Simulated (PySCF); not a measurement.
Atoms are numbered as in `[CH3:1][C@@:2]1([F:3])[CH2:4][CH2:5][CH2:6][Si@H:7]([F:8])[CH2:9]1`; H(Xn) means a hydrogen on atom n. Ha(C4), Ha(C5), Ha(C6), Ha(C9) are cis to F8 on the ring; Hb(C4), Hb(C5), Hb(C6), Hb(C9) are trans to F8 on the ring.

Computational details: shieldings: GIAO PBE0/pcSseg-1, structure optimised with GFN2-xTB, in PySCF 2.14.0 with density-fitted response routines (non-relativistic, a single conformation, one averaged value for each set of equivalent atoms, no solvent).

δ = σ(ref) − σ, references computed at the same level: 13C (σ = 186.93 ppm) against TMS.

Task: Do the 13C shifts follow the atomic charges (in e)? Tabulate both.

Result: 
```tsv
atoms	hybridisation	δ (ppm)	σ para (ppm)	Hirshfeld	IAO	Mulliken	ESP-fitted
C2	sp3	97.1	-155	+0.11	+0.33	-0.02	+0.66
C4	sp3	44.0	-106	-0.08	-0.27	-0.15	-0.41
C9	sp3	31.6	-100	-0.18	-0.59	-0.46	-0.60
C1	sp3	29.0	-92	-0.13	-0.43	-0.20	-0.60
C5	sp3	22.0	-85	-0.06	-0.25	-0.26	+0.17
C6	sp3	15.4	-82	-0.16	-0.57	-0.54	-0.47
```

Correlation coefficients of δ with charge over these carbons: Hirshfeld +0.90, IAO +0.91, Mulliken +0.75, ESP-fitted +0.73; with the paramagnetic shielding -1.00. With so few points these coefficients are fragile. Charge is one influence among several: hybridisation and low-lying excitations act through the paramagnetic term.

Shifts are as computed. Against solution values, carbons near 30 ppm lie about +3 ppm off and those near 130 ppm about +5 ppm. Of 1309 compounds with measured shifts, 239 miss one by over three times the rms of a fit or turn the order of signals round; such compounds aren't used in these exercises.
